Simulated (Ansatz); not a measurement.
One change: `C[C]1=[CH][AlH]1` becomes `BS[C]1=[CH][AlH]1`.

Ansatz, PBE0-D4/def2-TZVP geometries, multiplicity 1. Each molecule was computed in one conformer, which needn't be the lowest.

```
                               property  `C[C]1=[CH][AlH]1`
HOMO–LUMO gap (ωB97M-V/def2-TZVPP) / eV                9.41
    HOMO energy (B3LYP/def2-TZVPP) / eV               -6.18
      LUMO energy (PBE/def2-TZVPP) / eV               -1.43
  HOMO energy (ωB97M-V/def2-TZVPP) / eV               -8.52
     LUMO energy (PBE0/def2-TZVPP) / eV               -0.66
   HOMO–LUMO gap (PBE0/def2-TZVPP) / eV                5.71
```

Task: Give the same properties after the change, and the shifts. (Estimate.)

Result: Ansatz gave: 
```json
{"property": "HOMO–LUMO gap (ωB97M-V/def2-TZVPP) / eV", "`BS[C]1=[CH][AlH]1`": "9.20", "shift": "-0.21"}
{"property": "HOMO energy (B3LYP/def2-TZVPP) / eV", "`BS[C]1=[CH][AlH]1`": "-6.61", "shift": "-0.43"}
{"property": "LUMO energy (PBE/def2-TZVPP) / eV", "`BS[C]1=[CH][AlH]1`": "-2.36", "shift": "-0.93"}
{"property": "HOMO energy (ωB97M-V/def2-TZVPP) / eV", "`BS[C]1=[CH][AlH]1`": "-8.90", "shift": "-0.38"}
{"property": "LUMO energy (PBE0/def2-TZVPP) / eV", "`BS[C]1=[CH][AlH]1`": "-1.45", "shift": "-0.79"}
{"property": "HOMO–LUMO gap (PBE0/def2-TZVPP) / eV", "`BS[C]1=[CH][AlH]1`": "5.36", "shift": "-0.35"}
```

With PBE0 the HOMO falls by 0.44 eV and the LUMO falls by 0.79 eV, so the gap narrows by about 0.35 eV. PBE moves the HOMO by -0.48 eV and ωB97M-V by -0.38 eV.

B3LYP here is the variant with VWN-RPA as its local correlation; programs differ in this.
